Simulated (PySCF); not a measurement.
# Correlation energy of Bi(2+) (bismuth, charge +2)

Starting occupation: [Xe] 4f14 5d10 6s2 6p1, 6p3/2 with m_j = +3/2. Calculation: PySCF 2.14, in x2c-QZVPPall-2c; X2C-1e with screened-nucleus spin-orbit coupling, Gaussian nucleus. Frozen: [Kr] 4d10 4f14; 21 electrons correlated; the 58 highest virtual spinors left out.

MP2 pair energies summed by pair of shells (mhartree):

| pair | energy | share (%) |
| --- | --- | --- |
| 5d3/2-5d5/2 | -136.68 | 21.5 |
| 5d5/2-5d5/2 | -97.05 | 15.2 |
| 5d5/2-6s1/2 | -62.39 | 9.8 |
| 5d3/2-5d3/2 | -42.95 | 6.7 |
| 5d3/2-6s1/2 | -40.76 | 6.4 |
| 5d5/2-5p3/2 | -40.76 | 6.4 |
| 5d3/2-5p3/2 | -28.70 | 4.5 |
| 5d5/2-5p1/2 | -20.44 | 3.2 |
| 6s1/2-6s1/2 | -17.76 | 2.8 |
| 5p3/2-5p3/2 | -15.74 | 2.5 |
| 6p3/2-6s1/2 | -15.46 | 2.4 |
| 5d5/2-6p3/2 | -15.45 | 2.4 |
| 5p1/2-5p3/2 | -15.01 | 2.4 |
| 5d3/2-5p1/2 | -14.15 | 2.2 |
| 5d5/2-5s1/2 | -13.35 | 2.1 |
| 5p3/2-5s1/2 | -10.80 | 1.7 |
| 5d3/2-6p3/2 | -9.79 | 1.5 |
| 5p3/2-6s1/2 | -9.26 | 1.5 |
| 5d3/2-5s1/2 | -9.13 | 1.4 |
| 5p1/2-5s1/2 | -5.67 | 0.9 |
| 5p1/2-5p1/2 | -4.30 | 0.7 |
| 5p1/2-6s1/2 | -3.59 | 0.6 |
| 5s1/2-5s1/2 | -3.15 | 0.5 |
| 5p3/2-6p3/2 | -2.10 | 0.3 |
| 5s1/2-6s1/2 | -1.47 | 0.2 |
| 5p1/2-6p3/2 | -0.86 | 0.1 |
| 5s1/2-6p3/2 | -0.34 | 0.1 |

Total MP2 correlation energy: -637.10 mhartree.

This basis was not built for core-valence correlation, so the inner-shell part is incomplete.
